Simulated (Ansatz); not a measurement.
Born–Oppenheimer molecular dynamics of C2H3FOZn (8 atoms, charge 0, multiplicity 1). It starts at the highest image of a converged band. Of that band: Neighbouring images differ by up to 2.6 eV, so the band resolves the path poorly. A vibrational analysis at the climbing image gives one clearly imaginary mode, 243i cm⁻¹: a first-order saddle point.

Theory: RKS PBE0-D4/def2-SVP (Ansatz 0.2.0).

```json
{
  "ensemble": "NVE (velocity Verlet)",
  "time step": "0.5 fs",
  "steps asked": "200",
  "starting velocities drawn for": "100 K",
  "seed": "12289"
}
```

Frames 2.5 fs apart, positions in Å, forces in eV/Å.

Velocities at 0 fs (Å/ps):

```
F 1.10 -0.54 -1.21
Zn 0.21 0.23 0.42
C 0.35 -1.23 1.02
C -3.53 -2.66 0.94
O 1.34 1.72 -0.64
H -12.15 9.07 -3.92
H -11.76 -10.20 -16.78
H 6.31 15.36 2.96
```

```xyz
8
Properties=species:S:1:pos:R:3:forces:R:3 time_fs=0 energy_less_start_eV=0.000 T=100
F -3.745 -0.498 0.604 -0.02 0.00 0.00
Zn -2.035 -0.397 0.262 0.02 0.00 0.00
C -0.261 -0.282 -0.141 -0.02 -0.01 0.00
C 1.145 -0.319 -0.340 0.01 0.00 0.00
O 0.659 1.079 -0.238 0.02 0.01 0.00
H 0.842 1.374 0.667 -0.01 -0.01 0.00
H 1.881 -0.544 0.465 0.00 0.00 0.00
H 1.606 -0.471 -1.335 0.00 0.00 0.00
8
Properties=species:S:1:pos:R:3:forces:R:3 time_fs=2.5 energy_less_start_eV=0.025 T=68
F -3.742 -0.499 0.601 -0.09 0.00 0.03
Zn -2.035 -0.397 0.263 0.08 0.00 -0.04
C -0.260 -0.285 -0.139 -0.40 0.02 0.02
C 1.136 -0.325 -0.338 -0.03 0.45 -0.67
O 0.662 1.083 -0.240 -0.07 -0.13 -0.19
H 0.812 1.397 0.661 0.07 -0.07 0.21
H 1.859 -0.571 0.432 0.57 -0.16 0.77
H 1.621 -0.434 -1.329 -0.13 -0.12 -0.11
8
Properties=species:S:1:pos:R:3:forces:R:3 time_fs=5 energy_less_start_eV=0.033 T=57
F -3.740 -0.500 0.598 -0.14 0.00 0.05
Zn -2.034 -0.396 0.264 0.07 0.00 -0.07
C -0.262 -0.288 -0.136 -0.54 0.07 -0.03
C 1.127 -0.329 -0.339 0.76 0.42 -0.19
O 0.665 1.087 -0.242 -0.10 -0.06 0.11
H 0.786 1.414 0.664 0.07 -0.25 -0.05
H 1.864 -0.606 0.439 0.09 0.04 0.27
H 1.627 -0.403 -1.329 -0.22 -0.22 -0.09
8
Properties=species:S:1:pos:R:3:forces:R:3 time_fs=7.5 energy_less_start_eV=0.056 T=28
F -3.738 -0.502 0.595 -0.18 -0.01 0.06
Zn -2.034 -0.396 0.265 -0.01 -0.01 -0.07
C -0.266 -0.291 -0.133 -0.36 0.09 -0.11
C 1.123 -0.331 -0.341 1.28 0.25 0.50
O 0.668 1.090 -0.244 -0.14 -0.09 0.19
H 0.765 1.417 0.665 0.11 -0.29 -0.08
H 1.875 -0.638 0.460 -0.50 0.34 -0.47
H 1.621 -0.386 -1.334 -0.21 -0.29 -0.02
8
Properties=species:S:1:pos:R:3:forces:R:3 time_fs=10 energy_less_start_eV=0.050 T=36
F -3.737 -0.503 0.592 -0.21 -0.01 0.07
Zn -2.033 -0.395 0.266 -0.11 0.00 -0.05
C -0.271 -0.293 -0.131 0.01 0.10 -0.17
C 1.123 -0.332 -0.341 0.71 0.32 0.40
O 0.670 1.093 -0.246 -0.12 -0.31 -0.07
H 0.750 1.405 0.664 0.13 -0.14 0.22
H 1.860 -0.651 0.457 -0.30 0.33 -0.38
H 1.603 -0.385 -1.340 -0.11 -0.29 -0.02
8
Properties=species:S:1:pos:R:3:forces:R:3 time_fs=12.5 energy_less_start_eV=0.045 T=42
F -3.736 -0.505 0.590 -0.24 -0.01 0.07
Zn -2.033 -0.394 0.267 -0.21 0.00 -0.03
C -0.277 -0.295 -0.130 0.38 0.09 -0.19
C 1.128 -0.331 -0.339 -0.53 0.59 -0.44
O 0.672 1.095 -0.247 -0.01 -0.40 0.10
H 0.743 1.383 0.673 0.10 -0.09 0.08
H 1.830 -0.646 0.435 0.50 0.03 0.42
H 1.579 -0.402 -1.348 0.01 -0.22 -0.01
8
Properties=species:S:1:pos:R:3:forces:R:3 time_fs=15 energy_less_start_eV=0.045 T=42
F -3.736 -0.506 0.588 -0.24 -0.01 0.07
Zn -2.032 -0.394 0.268 -0.29 0.00 0.00
C -0.281 -0.296 -0.130 0.61 0.07 -0.19
C 1.130 -0.328 -0.339 -0.96 0.48 -0.64
O 0.674 1.096 -0.248 0.08 -0.38 0.42
H 0.742 1.355 0.686 0.06 -0.05 -0.23
H 1.826 -0.638 0.434 0.64 0.00 0.51
H 1.556 -0.431 -1.356 0.11 -0.11 0.06
8
Properties=species:S:1:pos:R:3:forces:R:3 time_fs=17.5 energy_less_start_eV=0.035 T=56
F -3.737 -0.507 0.586 -0.23 -0.01 0.07
Zn -2.032 -0.393 0.268 -0.33 0.00 0.02
C -0.281 -0.297 -0.131 0.60 0.04 -0.15
C 1.127 -0.322 -0.342 -0.23 -0.09 0.15
O 0.676 1.095 -0.248 0.08 -0.40 0.17
H 0.744 1.326 0.689 0.08 0.13 -0.01
H 1.855 -0.628 0.458 -0.14 0.30 -0.37
H 1.538 -0.467 -1.360 0.16 0.02 0.12
8
Properties=species:S:1:pos:R:3:forces:R:3 time_fs=20 energy_less_start_eV=0.043 T=45
F -3.738 -0.509 0.584 -0.20 -0.01 0.06
Zn -2.032 -0.393 0.269 -0.30 0.00 0.03
C -0.279 -0.297 -0.133 0.35 0.02 -0.07
C 1.124 -0.316 -0.344 0.34 -0.44 0.42
O 0.678 1.093 -0.247 0.03 -0.32 -0.04
H 0.751 1.304 0.690 0.09 0.25 0.15
H 1.879 -0.601 0.463 -0.48 0.34 -0.65
H 1.531 -0.501 -1.358 0.17 0.16 0.11
8
Properties=species:S:1:pos:R:3:forces:R:3 time_fs=22.5 energy_less_start_eV=0.031 T=60
F -3.740 -0.511 0.583 -0.17 0.00 0.05
Zn -2.033 -0.392 0.270 -0.22 0.00 0.02
C -0.276 -0.298 -0.134 -0.04 0.00 0.05
C 1.121 -0.312 -0.345 0.29 -0.40 -0.14
O 0.681 1.089 -0.246 -0.03 -0.07 0.20
H 0.763 1.296 0.698 0.06 0.21 -0.18
H 1.878 -0.556 0.434 -0.03 0.02 0.02
H 1.533 -0.527 -1.350 0.13 0.24 -0.01
8
Properties=species:S:1:pos:R:3:forces:R:3 time_fs=25 energy_less_start_eV=0.050 T=36
F -3.743 -0.512 0.581 -0.12 0.00 0.04
Zn -2.033 -0.392 0.271 -0.16 -0.01 0.01
C -0.272 -0.299 -0.136 -0.32 0.00 0.14
C 1.121 -0.311 -0.346 0.11 -0.24 -0.72
O 0.683 1.086 -0.244 -0.17 0.13 0.10
H 0.779 1.301 0.697 0.06 0.18 -0.19
H 1.876 -0.509 0.407 0.53 -0.31 0.75
H 1.543 -0.538 -1.343 0.07 0.26 -0.13
8
Properties=species:S:1:pos:R:3:forces:R:3 time_fs=27.5 energy_less_start_eV=0.041 T=48
F -3.746 -0.514 0.580 -0.07 0.01 0.03
Zn -2.034 -0.391 0.272 -0.15 -0.02 0.01
C -0.270 -0.299 -0.137 -0.31 0.01 0.14
C 1.121 -0.310 -0.351 0.75 -0.29 -0.15
O 0.684 1.082 -0.242 -0.36 0.22 -0.31
H 0.799 1.316 0.686 0.11 0.17 0.13
H 1.900 -0.480 0.418 0.03 -0.32 0.27
H 1.557 -0.534 -1.343 0.01 0.21 -0.12
```

Of the whole run (100 fs, mean temperature of the second half 56 K): The conserved energy stayed within 0.048 meV per atom of its start (net change 0.04 meV per atom), so the integration is sound. A run of 0.1 ps of so small a system gives no equilibrium averages. The orbitals stay closed-shell, which can raise the energy where a bond breaks towards radicals; this wasn't checked here.

The run took 6.7 min on 2 threads of Intel(R) Xeon(R) Platinum 8488C (Sapphire Rapids), on a shared host, peak memory 0.24 GiB.
